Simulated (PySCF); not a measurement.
Si(OAc)(OH)3, C₂H₆O₅Si, SMILES O[Si](OC(C)=O)(O)O at its B3LYP/def2-SVP optimised geometry (Å):

```
14

C     -1.4974    -1.6051    -3.7393
C     -1.3503    -0.6284    -2.6037
O     -1.5538     0.5647    -2.7004
O     -0.9641    -1.2223    -1.4639
Si    -0.5839    -0.4311     0.0000
O     -1.1022    -1.3260     1.2777
O      1.0579    -0.4311     0.0000
O     -1.3262     1.0306     0.0000
H     -1.8651    -1.0904    -4.6347
H     -0.5217    -2.0728    -3.9445
H     -2.1860    -2.4130    -3.4481
H     -2.0002    -1.1509     1.5837
H      1.4944    -0.2824     0.8468
H     -1.4944     1.3260    -0.9170
```

Method: B3LYP/def2-TZVP run with PySCF. Cells within 0.4 Å of a nucleus heavier than hydrogen are left out (blank, or x).

Map of the log10 of the electron density (e/bohr³), floored at −4 on the plane z = 1.0 Å:

```
|000000000000000000000000000|
|000000000000000000000000000|
|000000000000000000000000000|
|000001112111000000000000000|
|000012223322110000000000000|
|000123334433211000000000000|
|001233445444321100000000000|
|001234555554332110000000000|
|012344566655432221111000000|
|012345566665433333222100000|
|012345566665444344433210000|
|012344556655544455554321000|
|002234555555555556665432000|
|002234556666555667776532100|
|012344566776666677886542100|
|012345677877666667776542100|
|013456788988766666765432100|
|023456789x98765556654431000|
|02345679xx98765455443321000|
|013456789998754444333210000|
|012345678887654333222100000|
|001234567776543222111000000|
|001233455655432211000000000|
|000122344444322100000000000|
|000011233333211000000000000|
|000000112221100000000000000|
|000000000000000000000000000|
```
Scale: ten equal steps from -4.00 (start of '0') to -0.147 (end of '9'), in the order '0123456789'; x runs from -3.50 to 3.50, y from -3.50 (bottom) to 3.50 (top).
